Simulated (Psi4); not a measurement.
HFSSn (SMILES [F][Sn][SH]), singlet, at a GFN2-xTB geometry (such geometries of metal compounds can be far from the true shape) (core potentials on Sn), atoms displaced at random by about 0.08 Å a coordinate; HF/def2-SVP, gradient run with Psi4 1.11.

Input for Psi4:
```
memory 2 GB

molecule {
0 1
Sn    0.22941980   -0.17602340    0.52458313
F     0.48140707   -1.71855869   -0.98192707
S    -0.72544364    1.48612973   -1.12268265
H    -0.93876123    2.47989588   -0.04864049
symmetry c1
no_reorient
no_com
}

set {
  basis def2-svp
}

gradient('scf')
print_variables()
```

It wrote (shortened):

```
gradient() will perform analytic gradient computation.

   => Loading Basis Set <=

    Name: DEF2-SVP
    Role: ORBITAL
    Keyword: BASIS

    !!!  WARNING: ECP capability is in beta. Please check occupations closely.  !!!

         ---------------------------------------------------------
                                   SCF
               by Justin Turney, Rob Parrish, Andy Simmonett
                          and Daniel G. A. Smith
                              RHF Reference
         ---------------------------------------------------------

  ==> Geometry <==

    Molecular point group: c1
    Full point group: C1

    Geometry (in Angstrom), charge = 0, multiplicity = 1:

       Center              X                  Y                   Z               Mass
    ------------   -----------------  -----------------  -----------------  -----------------
         SN           0.229419800000    -0.176023400000     0.524583130000   119.902201630000
         F            0.481407070000    -1.718558690000    -0.981927070000    18.998403162730
         S           -0.725443640000     1.486129730000    -1.122682650000    31.972071174400
         H           -0.938761230000     2.479895880000    -0.048640490000     1.007825032230

  Running in c1 symmetry.

  Rotational constants: A =      0.22458  B =      0.09260  C =      0.06579 [cm^-1]
  Rotational constants: A =   6732.64685  B =   2776.01375  C =   1972.27887 [MHz]
  Nuclear repulsion =  154.912258115941682

  Charge       = 0
  Multiplicity = 1
  Electrons    = 48
  Nalpha       = 24
  Nbeta        = 24

  ==> Algorithm <==

  SCF Algorithm Type is DF.
  DIIS enabled.
  MOM disabled.
  Fractional occupation disabled.
  Guess Type is SAD.
  Energy threshold   = 1.00e-08
  Density threshold  = 1.00e-08
  Integral threshold = 1.00e-12

  ==> Primary Basis <==

  Basis Set: DEF2-SVP
    Blend: DEF2-SVP
    Number of shells: 27
    Number of basis functions: 63
    Number of Cartesian functions: 67
    Spherical Harmonics?: true
    Max angular momentum: 2

  Core potential: DEF2-SVP
    Number of shells: 4
    Number of ECP primitives: 18
    Number of ECP core electrons: 28
    Max angular momentum: 3

   => Loading Basis Set <=

    Name: (DEF2-SVP AUX)
    Role: JKFIT
    Keyword: DF_BASIS_SCF

  ==> Integral Setup <==

  SCF_SUBTYPE=INCORE selected. In-core MEM_DF algorithm will be used.
  Using in-core AOs.

  ==> MemDFJK: Density-Fitted J/K Matrices <==

    J tasked:                   Yes
    K tasked:                   Yes
    wK tasked:                   No
    Algorithm:                 Core
    Schwarz Cutoff:           1E-12
    Mask sparsity (%):       4.4344
    Fitting Condition:        1E-10

   => Auxiliary Basis Set <=

  Basis Set: (DEF2-SVP AUX)
    Blend: DEF2-UNIVERSAL-JKFIT
    Number of shells: 115
    Number of basis functions: 441
    Number of Cartesian functions: 577
    Spherical Harmonics?: true
    Max angular momentum: 5

  Minimum eigenvalue in the overlap matrix is 2.9404722923E-02.
  Reciprocal condition number of the overlap matrix is 8.2451196964E-03.
    Using symmetric orthogonalization.

  ==> Pre-Iterations <==

  SCF Guess: Superposition of Atomic Densities via on-the-fly atomic UHF (no occupation information).

   -------------------------
    Irrep   Nso     Nmo
   -------------------------
     A         63      63
   -------------------------
    Total      63      63
   -------------------------

  ==> Iterations <==

                           Total Energy        Delta E     RMS |[F,P]|

   @DF-RHF iter SAD:  -708.35149753722692   -7.08351e+02   0.00000e+00
   @DF-RHF iter   1:  -710.60227864466958   -2.25078e+00   7.89112e-03 DIIS/ADIIS
   @DF-RHF iter   2:  -710.68312843437559   -8.08498e-02   5.94290e-03 DIIS/ADIIS
   @DF-RHF iter   3:  -710.73211673278547   -4.89883e-02   6.32298e-04 DIIS/ADIIS
   @DF-RHF iter   4:  -710.73340436915009   -1.28764e-03   2.40748e-04 DIIS/ADIIS
   @DF-RHF iter   5:  -710.73371209526601   -3.07726e-04   6.76324e-05 DIIS
   @DF-RHF iter   6:  -710.73374380324162   -3.17080e-05   2.34952e-05 DIIS
   @DF-RHF iter   7:  -710.73374840314466   -4.59990e-06   6.90596e-06 DIIS
   @DF-RHF iter   8:  -710.73374891098649   -5.07842e-07   1.74495e-06 DIIS
   @DF-RHF iter   9:  -710.73374893719335   -2.62069e-08   4.48609e-07 DIIS
   @DF-RHF iter  10:  -710.73374893945174   -2.25839e-09   1.50774e-07 DIIS
   @DF-RHF iter  11:  -710.73374893973971   -2.87969e-10   4.00820e-08 DIIS
   @DF-RHF iter  12:  -710.73374893976109   -2.13731e-11   1.10436e-08 DIIS
   @DF-RHF iter  13:  -710.73374893976086    2.27374e-13   2.59262e-09 DIIS
  Energy and wave function converged.

  ==> Post-Iterations <==

    Orbital Energies [Eh]
    ---------------------

    Doubly Occupied:

       1A    -91.928589     2A    -26.171050     3A     -8.959954
       4A     -6.646952     5A     -6.646019     6A     -6.644531
       7A     -5.923279     8A     -4.114299     9A     -4.108985
      10A     -4.105588    11A     -1.416735    12A     -1.378174
      13A     -1.377916    14A     -1.373998    15A     -1.367918
      16A     -1.357954    17A     -0.927513    18A     -0.613161
      19A     -0.536640    20A     -0.528774    21A     -0.506496
      22A     -0.486446    23A     -0.379058    24A     -0.364756

    Virtual:

      25A     -0.011938    26A      0.059341    27A      0.098643
      28A      0.138154    29A      0.273730    30A      0.339634
      31A      0.342669    32A      0.387167    33A      0.463092
      34A      0.465757    35A      0.495275    36A      0.543224
      37A      0.584429    38A      0.636431    39A      0.725805
      40A      0.878760    41A      0.929317    42A      0.931625
      43A      0.960988    44A      1.002052    45A      1.028400
      46A      1.242210    47A      1.280692    48A      1.590495
      49A      1.602382    50A      1.628486    51A      1.768506
      52A      1.789410    53A      1.953074    54A      2.325742
      55A      3.573901    56A      3.574055    57A      3.577449
      58A      3.581734    59A      3.631593    60A     14.868517
      61A     15.157753    62A     15.332986    63A     52.147117

    Final Occupation by Irrep:
              A
    DOCC [    24 ]
    NA   [    24 ]
    NB   [    24 ]

  @DF-RHF Final Energy:  -710.73374893976086

   => Energetics <=

    Nuclear Repulsion Energy =            154.9122581159416825
    One-Electron Energy =               -1375.5624426511590173
    Two-Electron Energy =                 509.9164355954563916
    Total Energy =                       -710.7337489397608579

Computation Completed

Properties will be evaluated at   0.000000,   0.000000,   0.000000 [a0]

Properties computed using the SCF density matrix

 Multipole Moments:

 ------------------------------------------------------------------------------------
     Multipole            Electronic (a.u.)      Nuclear  (a.u.)        Total (a.u.)
 ------------------------------------------------------------------------------------

 L = 1.  Multiply by 2.5417464519 to convert [e a0] to [Debye]
 Dipole X            :          6.0519989           -5.9827978            0.0692011
 Dipole Y            :        -12.1893039           13.0739352            0.8846313
 Dipole Z            :         30.8705174          -28.9280743            1.9424431
 Magnitude           :                                                    2.1355202

 ------------------------------------------------------------------------------------

         ------------------------------------------------------------
                                   SCF GRAD
                          Rob Parrish, Justin Turney,
                       Andy Simmonett, and Alex Sokolov
         ------------------------------------------------------------

  ==> Geometry <==

    Molecular point group: c1
    Full point group: C1

    Geometry (in Angstrom), charge = 0, multiplicity = 1:

       Center              X                  Y                   Z               Mass
    ------------   -----------------  -----------------  -----------------  -----------------
         SN           0.229419800000    -0.176023400000     0.524583130000   119.902201630000
         F            0.481407070000    -1.718558690000    -0.981927070000    18.998403162730
         S           -0.725443640000     1.486129730000    -1.122682650000    31.972071174400
         H           -0.938761230000     2.479895880000    -0.048640490000     1.007825032230

  Nuclear repulsion =  154.912258115941682

  ==> Basis Set <==

  Basis Set: DEF2-SVP
    Blend: DEF2-SVP
    Number of shells: 27
    Number of basis functions: 63
    Number of Cartesian functions: 67
    Spherical Harmonics?: true
    Max angular momentum: 2

  Core potential: DEF2-SVP
    Number of shells: 4
    Number of ECP primitives: 18
    Number of ECP core electrons: 28
    Max angular momentum: 3

  ==> DFJKGrad: Density-Fitted SCF Gradients <==

    Gradient:                    1
    J tasked:                  Yes
    K tasked:                  Yes
    wK tasked:                  No
    Integrals threads:           1
    Schwarz Cutoff:          1E-12
    Fitting Condition:       1E-10

   => Auxiliary Basis Set <=

  Basis Set: (DEF2-SVP AUX)
    Blend: DEF2-UNIVERSAL-JKFIT
    Number of shells: 115
    Number of basis functions: 441
    Number of Cartesian functions: 577
    Spherical Harmonics?: true
    Max angular momentum: 5

  -Total Gradient:
     Atom            X                  Y                   Z
    ------   -----------------  -----------------  -----------------
       1       -0.000409602888     0.034381103146     0.057512099846
       2        0.007115546078    -0.045563669180    -0.044955080916
       3        0.001102568418    -0.025020870915    -0.053444276979
       4       -0.007808511610     0.036203436952     0.040887258046

  Variable Map:
  ----------------------------------------------------------------------------
  "CURRENT ENERGY"           =>    -710.733748939761
  "CURRENT REFERENCE ENERGY" =>    -710.733748939761
  "DD SOLVATION ENERGY"      =>       0.000000000000
  "HF KINETIC ENERGY"        =>     579.547910279559
  "HF POTENTIAL ENERGY"      =>   -1290.281659219320
  "HF TOTAL ENERGY"          =>    -710.733748939761
  "HF VIRIAL RATIO"          =>       2.226358919312
  "NUCLEAR REPULSION ENERGY" =>     154.912258115942
  "ONE-ELECTRON ENERGY"      =>   -1375.562442651159
  "PCM POLARIZATION ENERGY"  =>       0.000000000000
  "PE ENERGY"                =>       0.000000000000
  "SCF ITERATION ENERGY"     =>    -710.733748939761
  "SCF ITERATIONS"           =>      13.000000000000
  "SCF TOTAL ENERGY"         =>    -710.733748939761
  "TWO-ELECTRON ENERGY"      =>     509.916435595456

  Array Variable Map:
  ----------------------------------------------------------------------------
  "CURRENT DIPOLE"           =>       0.069201085494 ... 1.942443065980 1 by 3
  "CURRENT GRADIENT"         =>      -0.000409602888 ... 0.040887258046 4 by 3
  "HF TOTAL GRADIENT"        =>      -0.000409602888 ... 0.040887258046 4 by 3
  "SCF DIPOLE"               =>       0.069201085494 ... 1.942443065980 1 by 3
  "SCF TOTAL ENERGIES"       =>    -708.351497537227 ... -710.733748939761 1 by 14
  "SCF TOTAL GRADIENT"       =>      -0.000409602888 ... 0.040887258046 4 by 3
```
